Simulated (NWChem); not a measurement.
## Correlation energy of formamidinium (CH5N2 (+1))

```
C
N 1 1.3077
N 1 1.3077 2 125.83
H 2 1.0159 1 119.96 3 180.00
H 3 1.0159 1 119.96 2 180.00
H 2 1.0175 4 116.85 1 180.00
H 3 1.0175 5 116.85 1 180.00
H 1 1.0959 2 117.09 4 0.00
```
Charge +1, spin multiplicity 1.

All runs are NWChem calculations. Structure: optimised with PBE0/def2-SVP, a minimum by its harmonic frequencies. It is one conformer; others weren't searched.

Basis set: 6-311G**. Each correlation energy counts from its own Hartree-Fock reference.

The correlated methods keep 3 core orbitals frozen. The Pople sets run with spherical d functions. Coupled-cluster values serve here as a point of comparison, not as the truth.

Q: One of these methods gave a correlation energy of -481.4 mHa. Which?
A) CR-CCSD(T)
B) SCS-MP2
C) MP2
D) CCSD+T(CCSD)

A: B, SCS-MP2. The others give -487.8 (MP2), -528.0 (CR-CCSD(T)), -532.8 (CCSD+T(CCSD)).
